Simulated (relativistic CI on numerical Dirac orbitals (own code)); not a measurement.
Method of calculation: Dirac-Coulomb-Breit CI, KLI orbitals optimised for each configuration, a model potential for QED, unscaled Slater integrals (own radial code, finite nucleus).

Configurations in the expansion (outside the closed core [Ne]): 3s2 3p6 3d9, 3s2 3p5 3d10, 3s 3p6 3d10, 3s2 3p6 3d8 4s, 3s2 3p6 3d8 4p, 3s2 3p4 3d10 4s, 3s2 3p6 3d8 4d, 3s2 3p4 3d10 4p, 3s2 3p5 3d9 4s, 3s2 3p6 3d8 4f, 3s2 3p4 3d10 4d, 3s 3p5 3d10 4s, 3s2 3p5 3d9 4p, 3s 3p5 3d10 4p, 3s2 3p6 3d7 4s2, 3s2 3p5 3d9 4d, 3s 3p6 3d9 4s, 3s 3p5 3d10 4d, 3s2 3p6 3d7 4s 4p, 3p6 3d10 4s, 3s2 3p5 3d9 4f, 3s2 3p6 3d8 5s, 3s2 3p6 3d7 4p2, 3s2 3p6 3d7 4s 4d, 3s 3p6 3d9 4p, 3s2 3p6 3d8 5p, 3p6 3d10 4p, 3s2 3p5 3d8 4s2, 3s2 3p6 3d8 5d, 3s2 3p6 3d7 4p 4d, 3p6 3d10 4d, 3s2 3p6 3d8 5f, 3s 3p6 3d9 4d, 3s2 3p5 3d8 4s 4p, 3s2 3p6 3d8 5g, 3s2 3p6 3d7 4d2. Levels of other configurations are missing.

At this charge energies of transitions that change n are usually good to better than 1 %, and those within a shell (Δn = 0) to a few per cent.

Outline of the computed level scheme of Ir LI. Lowest level of each configuration: 3s2 3p6 3d9 2D_5/2 at 0.00 eV; 3s2 3p5 3d10 2P°_3/2 at 486.38 eV; 3s 3p6 3d10 2S_1/2 at 1116.85 eV; 3s2 3p6 3d8 4s 4F_9/2 at 1785.29 eV; 3s2 3p6 3d8 4p 4D°_7/2 at 1888.09 eV.

Some strong electric-dipole decays among the lowest 45 levels: 3s2 3p6 3d8 4p 2D°_3/2 → 3s2 3p6 3d9 2D_3/2 (1.3e+13 s⁻¹); 3s2 3p6 3d8 4p 2P°_3/2 → 3s2 3p6 3d9 2D_5/2 (1.2e+13 s⁻¹); 3s2 3p6 3d8 4p 2D°_5/2 → 3s2 3p6 3d9 2D_5/2 (1.0e+13 s⁻¹); 3s2 3p6 3d8 4p 2D°_5/2 → 3s2 3p6 3d9 2D_5/2 (9.3e+12 s⁻¹); 3s2 3p6 3d8 4p 2F°_7/2 → 3s2 3p6 3d9 2D_5/2 (8.9e+12 s⁻¹); 3s2 3p5 3d10 2P°_1/2 → 3s2 3p6 3d9 2D_3/2 (7.8e+12 s⁻¹); 3s2 3p6 3d8 4p 2F°_7/2 → 3s2 3p6 3d9 2D_5/2 (7.7e+12 s⁻¹); 3s2 3p6 3d8 4p 4D°_3/2 → 3s2 3p6 3d9 2D_5/2 (7.2e+12 s⁻¹).

LS names give the leading component of a level, which can be under half, so a name can repeat, a term be missing and a line seem to break the LS rules.
